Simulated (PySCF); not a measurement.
Si(H)2(I)(Me) (CH5ISi), SMILES I[SiH2]C.

Coordinates come from a B3LYP-D3(BJ)/def2-SVP optimisation. The def2 effective core potentials stand for the cores of I; spin–orbit coupling is left out.

The numbers are results of HF/def2-TZVPD (PySCF), not measurements.

Symmetry labels are those of the subgroup Cs that the program uses (full group Cs).

Computed valence orbital energies around the gap with their symmetry:
| orbital | symmetry | energy (eV) |
|---|---|---|
| HOMO−7 | A' | -18.78 |
| HOMO−6 | A" | -15.77 |
| HOMO−5 | A' | -15.65 |
| HOMO−4 | A" | -13.50 |
| HOMO−3 | A' | -13.12 |
| HOMO−2 | A' | -11.77 |
| HOMO−1 | A' | -10.03 |
| HOMO | A" | -10.03 |
| LUMO | A' | 1.31 |
| LUMO+1 | A' | 1.62 |
| LUMO+2 | A" | 1.63 |
| LUMO+3 | A' | 1.84 |
